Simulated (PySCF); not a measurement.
# Computed properties of C3H9GeN, SMILES [CH3][GeH]1[CH2]N[CH2]1

C3H9GeN, SMILES [GeH]1([CH2]N[CH2]1)[CH3]. Coordinates come from a PBE0-D3(BJ)/def2-SVP optimisation. This is a generated structure with no PubChem entry under its InChIKey; it may be hypothetical. Other conformers were not sampled. All values are computed for the isolated molecule unless a solvent is named; none is compared with measurement here.

**Structure.** The optimised structure has Cs symmetry. All 36 harmonic modes at PBE0-D3(BJ)/def2-SVP (PySCF) are real, so it is a minimum. With heavy atoms numbered as in [CH3:1][GeH:2]1[CH2:3][NH:4][CH2:5]1, the shortest bond between them is C3–N4 at 1.461 Å and the longest Ge2–C3 at 1.983 Å.

**Vibrations.** The strongest infrared lines (harmonic, unscaled, degenerate partners summed) lie at 2139 cm⁻¹ (148 km/mol, H 99 %), 2976 cm⁻¹ (70 km/mol, H 94 %), 2984 cm⁻¹ (69 km/mol, H 94 %). The softest mode is at 114 cm⁻¹ and the zero-point energy is 72.4 kcal/mol.

**Electronic structure.** HF/def2-TZVP (PySCF) places the frontier levels at -9.76 and 3.59 eV, a gap of 13.35 eV, and gives a dipole moment of 1.57 D and a mean polarisability of 69.2 bohr³. PBE/def2-TZVP (PySCF) at the same geometry gives -4.83 and 0.04 eV, so its gap is 8.48 eV narrower. An orbital gap is neither the optical nor the fundamental gap.

**Excitations.** TDA-CAM-B3LYP/def2-SVPD (PySCF) has S1 at 5.89 eV (211 nm, f = 0.001, dark); the most intense of the 10 singlets computed lies at 7.51 eV (f = 0.13). T1 (TDA) is at 5.58 eV, 0.31 eV under S1. TDA-PBE/def2-SVPD (PySCF) puts S1 at 4.75 eV. No vertical singlet excitation falls in the visible range (under 3.1 eV).

**NMR.** GIAO shifts at B3LYP/pcSseg-1 (PySCF) (non-relativistic, atoms alike by connectivity averaged): ¹³C from 1.5 to 53.2 ppm against TMS; ¹H from 0.3 to 5.3 ppm against TMS.
